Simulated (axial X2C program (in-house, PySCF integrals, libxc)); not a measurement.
**Spin–orbit effects down a group: molecules with Cu (ions), PBE0**

Computed with an in-house relativistic program for diatomic molecules, spin-free (one-electron X2C) or two-component (2c: spin–orbit coupling with atomic mean-field Coulomb and Gaunt terms, which also bring small scalar terms), in Dyall basis sets with cores contracted in-house; open shells are unrestricted.

Basis sets: Cu dyall-acv3z, Cu dyall-av3z, H dyall-av3z, Li dyall-av3z, Na dyall-av3z.

```csv
molecule,spin-free state,Re (Å),ωe (cm⁻¹),De (eV),2c state,Re 2c (Å),ωe 2c (cm⁻¹),De 2c (eV)
CuH⁻,"M_S = 1/2, Λ = 0",1.523,1647.0,2.08,Ω = 1/2,1.523,1646.2,2.08
LiCu⁻,"M_S = 1/2, Λ = 0",2.459,282.3,1.19,Ω = 1/2,2.459,282.1,1.19
NaCu⁻,"M_S = 1/2, Λ = 0",2.778,150.4,0.95,Ω = 1/2,2.778,150.3,0.95
```

Problem. Work out the shifts from the spin-free to the two-component result.

Solution. 

```tsv
molecule	2c state	ΔRe (Å)	Δωe (cm⁻¹)	ΔDe (eV)
CuH⁻	Ω = 1/2	0.000	-0.8	0.00
LiCu⁻	Ω = 1/2	0.000	-0.2	0.00
NaCu⁻	Ω = 1/2	0.000	-0.1	0.00
```

Shifts of one unit in the last digit are rounding.

Fragments in 2c: Cu- + H, Cu- + Li, Cu- + Na. Each entry is the lowest single determinant of a limited PBE0 search at one distance. De goes to single-determinant-based atoms at the same level (for ions the charge split of lowest energy) and is withheld (n/a) where an atom does not fit its ground term or J level. Main or longest-lived isotopes.
